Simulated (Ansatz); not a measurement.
The first iterations of a band of CH5OSb (8 atoms, charge 0, multiplicity 1).

The calculation used RKS PBE0/def2-SVP in Ansatz.

```yaml
movable_images: 4
climbing_image: no
spring: 5.0 eV/Å²
optimiser: quadratic models (default)
start_path: IDPP
force_threshold: 0.05 eV/Å
iteration_limit: 60
end_points: relaxed
```

Image 0:

```xyz
8
Properties=species:S:1:pos:R:3
C -0.459 1.147 -0.156
O -0.519 -0.111 0.446
Sb 0.418 -1.637 -0.458
H -0.740 1.142 -1.229
H 0.543 1.619 -0.080
H -1.171 1.811 0.363
H 1.982 -1.335 0.220
H 0.039 -2.693 0.839
```

Image 5:

```xyz
8
Properties=species:S:1:pos:R:3
C -0.548 0.969 -0.564
O -0.628 -0.307 -0.004
Sb 1.054 -1.393 0.117
H -1.574 1.340 -0.726
H -0.034 0.993 -1.548
H -0.035 1.700 0.094
H 1.614 -0.716 1.608
H 0.243 -2.644 0.966
```

| iteration | highest image above the first end (eV) | largest band force component (eV/Å) |
| --- | --- | --- |
| 1 | 0.102 | 0.936 |
| 2 | 0.060 | 0.401 |

Q: Does the band converge within its limit, and where does its top end?

A: The forces met the threshold. It ended after 8 iterations with the highest image 0.038 eV above the first end. No image climbed, so the highest image needn't sit at the top of the path.

Time of the run: 99 s on 1 thread of Intel(R) Xeon(R) Platinum 8375C CPU @ 2.90GHz (Ice Lake), with other jobs on the host, peak memory 0.17 GiB.
